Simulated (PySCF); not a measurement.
Zr²⁺: ionisation energy

Zr²⁺ [Kr] 4d2 (3F) → Zr³⁺ [Kr] 4d1 (2D), as a difference of total energies. All numbers are calculated (PySCF 2.14, a scalar-relativistic core potential, in aug-cc-pwCVDZ-PP with ECP28MDF (6s6p5d3f, 70 functions)). Correlated levels: valence: 4s2 4p6 frozen. The calculations carry no spin-orbit coupling.

Task: Order these methods by the ionisation energy they give, lowest first.
A. MP2 (valence)
B. SCS-MP2 (valence)
C. CCSD (valence)
D. UHF

Result: D (22.390 eV), B (22.421 eV), A (22.483 eV), C (22.515 eV).

The reference lies between the lowest fine-structure levels, while these numbers refer to the centres of the terms.

Errors of the correlated levels include the incompleteness of this basis and the frozen core.

With two correlated electrons CCSD is exact in that space.

For comparison: 23.170 eV (semi-empirical (NIST evaluation); NIST Atomic Spectra Database, ionization energies).
